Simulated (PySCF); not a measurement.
Al(Cl)(OMe)(SeH) (CH₄AlClOSe), SMILES [SeH][Al]([Cl])[O]C.

Coordinates come from a ωB97X-D3(BJ)/def2-SVP optimisation. The structure was generated by enumeration; whether it is a known compound was not checked. Other conformers were not sampled.

Calculation: CAM-B3LYP/def2-TZVP run with PySCF.

Symmetry labels are those of the subgroup Cs that the program uses (full group Cs).

Computed valence orbital energies around the gap with their symmetry:
```json
[
 {"orbital": "HOMO−7", "symmetry": "A'", "energy (eV)": "-12.88"},
 {"orbital": "HOMO−6", "symmetry": "A'", "energy (eV)": "-12.49"},
 {"orbital": "HOMO−5", "symmetry": "A'", "energy (eV)": "-11.10"},
 {"orbital": "HOMO−4", "symmetry": "A\"", "energy (eV)": "-11.05"},
 {"orbital": "HOMO−3", "symmetry": "A'", "energy (eV)": "-10.15"},
 {"orbital": "HOMO−2", "symmetry": "A'", "energy (eV)": "-10.08"},
 {"orbital": "HOMO−1", "symmetry": "A\"", "energy (eV)": "-10.02"},
 {"orbital": "HOMO", "symmetry": "A\"", "energy (eV)": "-8.78"},
 {"orbital": "LUMO", "symmetry": "A'", "energy (eV)": "0.23"},
 {"orbital": "LUMO+1", "symmetry": "A\"", "energy (eV)": "0.61"},
 {"orbital": "LUMO+2", "symmetry": "A'", "energy (eV)": "1.10"},
 {"orbital": "LUMO+3", "symmetry": "A'", "energy (eV)": "2.11"}
]
```
